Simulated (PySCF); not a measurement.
Highest occupied level (eV) of eight silicon and germanium compounds: PBE beside PBE0, computed with PySCF for isolated molecules in the bases named; differences from unrounded values. The eight are the first of their class met in an unordered collection, after screening for sound electronic states; none was chosen by its value. Each molecule has one DFT geometry for both levels.

```
molecule                                                   basis   PBE0    PBE  difference
-----------------------------------------------------  ---------  -----  -----  ----------
Si(AsH2)2(H)2 (As₂H₆Si), SMILES [AsH2][SiH2][AsH2]     def2-TZVP  -6.89  -5.89        0.99
Si(F)(H)2(OAc) (C2H5FO2Si), SMILES CC(=O)O[SiH2]F      def2-TZVP  -8.46  -6.77        1.69
CH₆ClFSi₂, SMILES [SiH3]C[Si@@H](Cl)F                  def2-TZVP  -8.93  -7.60        1.33
C2H5ClOSi, SMILES C=CO[SiH2]Cl                         def2-TZVP  -7.15  -5.97        1.17
Si(CCH)(Cl)2(Me) (C3H4Cl2Si), SMILES C#C[Si](C)(Cl)Cl  def2-TZVP  -8.58  -7.32        1.26
C₂H₈FNSi₂, SMILES C[Si@H]1CN[Si@H]1F                   def2-TZVP  -7.13  -5.79        1.33
C3H9FOSi, SMILES CO[Si@@H](C)CF                        def2-TZVP  -7.82  -6.32        1.51
C₂H₄N₂OSi, SMILES [SiH3]O/C=N/C#N                      def2-TZVP  -8.27  -7.02        1.25
```

PBE lies below PBE0 in 0 and above it in 8 of the eight; the mean signed difference is 1.32 and the largest 1.69 eV.
